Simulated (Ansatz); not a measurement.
Consider the substitution at a C–Si bond: `C[SiH2]C(O)(F)F` + `C[O][Al]([OH])[F]` → `C[O][Al]([F])[O]C` + `OC(F)(F)[SiH3]`.

Program: Ansatz. Geometries: PBE0-D4/def2-TZVP. ΔE: electronic, gas phase. CCSD(T)/CBS adds triple-zeta CCSD(T) − MP2 to the extrapolated MP2 energy (def2 sets, frozen cores). This one scheme is used for every species. Functionals use def2-TZVPP. B3LYP here is the variant with VWN-RPA as its local correlation; programs differ in this. Each species was taken in one conformer, which may not be the lowest.

```csv
level,ΔE (kJ/mol),difference from CCSD(T)/CBS
r2SCAN-D4,115.5,-0.9
B3LYP-D4,106.4,-10.0
HF/def2-TZVPP,96.0,-20.4
SCS-MP2/def2-TZVPP,111.8,-4.6
CCSD/def2-TZVPP,111.3,-5.1
CCSD(T)/def2-TZVPP,112.9,-3.5
HF/def2-QZVPP,95.4,-21.0
SCS-MP2/def2-QZVPP,113.9,-2.5
MP2/CBS(def2),124.3,7.9
CCSD/CBS(def2),114.8,-1.6
CCSD(T)/CBS,116.4,0
```

Largest T1 diagnostic among the species: 0.013.

In def2-TZVPP, CCSD(T) changes the Hartree–Fock value by +16.9 kJ/mol (the triples alone add +1.6 kJ/mol) and MP2 by +24.8 kJ/mol.
